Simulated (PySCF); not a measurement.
**ZnO from Hartree–Fock to correlated methods**

State: ³Π (triplet), unpaired electrons σ ↑, π ↑. Set-up: Zn def2-SVP, O def2-SVP; no relativity (PySCF 2.14). De refers to Zn + O in their high-spin ground configurations, without counterpoise correction. The functionals are run spin-unrestricted. A positive dipole means Zn(−)O(+).

```csv
Level,Re (Å),ωe (cm⁻¹),De (eV),μ (D),"CPU s a point (SCF and correlation, without the integrals)"
UHF,1.876,574,0.254,-3.69,0.11
UHF-MP2,1.865,580,1.18,n/a,0.2
UHF-SCS-MP2,1.871,574,1.04,n/a,n/a
UHF-CCSD,1.878,550,0.88,n/a,n/a
UHF-CCSD(T),1.880,545,0.92,n/a,9.9
PBE,1.874,514,1.70,-2.31,0.58
r²SCAN,1.849,556,1.79,-2.54,0.86
M06-L,1.872,528,1.44,-2.68,0.86
PBE0,1.868,536,1.41,-2.73,0.87
B97-3,1.900,491,1.24,-2.66,0.51
B2PLYP,1.875,541,1.21,-3.07,0.6
```

**Question.** Which functional lies closest to UHF-CCSD(T) in De, which farthest, and by how much do they differ from it?

**Answer.** Closest is B2PLYP (-0.5 pm in Re, -0.7 % in ωe, +0.29 eV in De against UHF-CCSD(T) in the same basis), farthest r²SCAN (-3.1 pm in Re, +2.0 % in ωe, +0.87 eV in De). CCSD(T) converges more slowly with the basis than the functionals do and binds too weakly in this one, so the order can change at the basis-set limit.

**Question.** What does a quarter of exact exchange do here, going from PBE to PBE0?

**Answer.** PBE0 less PBE: -0.6 pm in Re, +4.3 % in ωe, -0.29 eV in De. Exact exchange removes part of the self-interaction that spreads semilocal densities, and in most molecules shortens and stiffens the bond and lowers De; so it does here.

**Question.** What does second-order correlation do here, going from UHF to UHF-MP2?

**Answer.** UHF-MP2 less UHF: -1.1 pm in Re, +1.0 % in ωe, +0.93 eV in De. Correlation nearly always deepens the well. The bond shortens, as in weak, metallic or heavy-atom bonds, where dispersion and the correlation of outer-core electrons pull the atoms together.

Correlated steps freeze 6 core orbitals. Correlated levels converge slowly with the basis: in double zeta they bind strong bonds too weakly, by up to about 1 eV, and carry superposition errors of some tenths. B2PLYP dipoles, levels and charges come from its SCF part alone. The state was picked by a PBE0 search and need not be the measured ground state.

The whole job (state search and all levels along the bond) took about 2.8 min on 1 thread of Arm Neoverse V1 (shared host), peak memory 0.52 GiB.
